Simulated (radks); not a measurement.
Excited configurations of Ba I: one electron is placed in a higher orbital outside [Xe] 6s1. The ground configuration is [Xe] 6s2. All-electron calculation, Dirac Kohn-Sham, PBE, spin-unpolarised, spherical densities, point nucleus; open shells fill j = l - 1/2 first. Program: a radial shooting solver on a logarithmic mesh with Libxc functionals. Excitation = E - E(ground); binding = E(ion) - E, where the ion is the core of charge +1; n* = 1/sqrt(2 binding) in atomic units, and the quantum defect is n - n*.

outer orbital  excitation (eV)  binding (eV)     n*  eigenvalue (eV)  <r> (bohr)
4f5/2                    4.168         1.193  3.377           -0.339       13.80
5f5/2                    4.428         0.933  3.818           -0.427       16.76
6p1/2                    1.927         3.434  1.990           -1.791       6.071
6d3/2                    3.877         1.484  3.028           -0.722       11.59
6f5/2                    4.704         0.657  4.550           -0.366       28.24
7p1/2                    3.829         1.532  2.980           -0.895       13.52

The Delta-SCF ionisation energy is 5.361 eV (NIST Atomic Spectra Database: 5.212 eV, measured). Self-interaction in the functional shifts the binding energies and quantum defects, so they are the method's values and not measured ones. Spin polarisation and multiplet splitting are left out, so open shells lie too high by an amount that depends on their filling.

Beside tabulated values, note that spin-unpolarised runs miss the spin-polarisation part of the exchange energy of open shells.
